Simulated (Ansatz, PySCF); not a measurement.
FeI3, SMILES [I][Fe-]([I])[I] (connectivity only; charge and spin as stated), charge -1, multiplicity 5. Atoms are numbered in the order given.

```xyz
4

Fe     0.0000    -0.0001    -0.0346
I      2.2416    -1.2941    -0.0346
I      0.0000     2.5882    -0.0346
I     -2.2416    -1.2941    -0.0346
```
Charge -1, spin multiplicity 5.

Geometry: PBE0-D3(BJ)/def2-SVPD. The spin state was assumed, not searched. The def2 effective core potentials stand for the cores of I; spin–orbit coupling is left out.

Two levels are set side by side: PBE-D3(BJ)/def2-SVPD (Ansatz, a quantum-chemistry and plane-wave program) and PBE0-D3(BJ)/def2-SVPD (Ansatz). Each level has its own optimised geometry; the coordinates shown are those of the second. Frequencies come from the Hessian of PySCF at each geometry. Differences are taken from unrounded values.

```csv
quantity,PBE0-D3(BJ)
mean bond length (Å),2.588
bond Fe1–I2 (Å),2.588
bond Fe1–I3 (Å),2.588
bond Fe1–I4 (Å),2.588
highest harmonic wavenumber (cm⁻¹),248
mean harmonic wavenumber (cm⁻¹),131
zero-point energy (kcal/mol),1.13
```

**Question.** What does PBE-D3(BJ) give, and how far is it from PBE0-D3(BJ)? (An estimate is asked for; the answer gives what the named calculation found.)

**Answer.** 
```tsv
quantity	PBE-D3(BJ)	PBE-D3(BJ) minus PBE0-D3(BJ)
mean bond length (Å)	2.563	-0.025
bond Fe1–I2 (Å)	2.563	-0.025
bond Fe1–I3 (Å)	2.563	-0.025
bond Fe1–I4 (Å)	2.563	-0.025
highest harmonic wavenumber (cm⁻¹)	244	-4
mean harmonic wavenumber (cm⁻¹)	129	-2
zero-point energy (kcal/mol)	1.11	-0.02
```

On these quantities the two levels nearly agree.
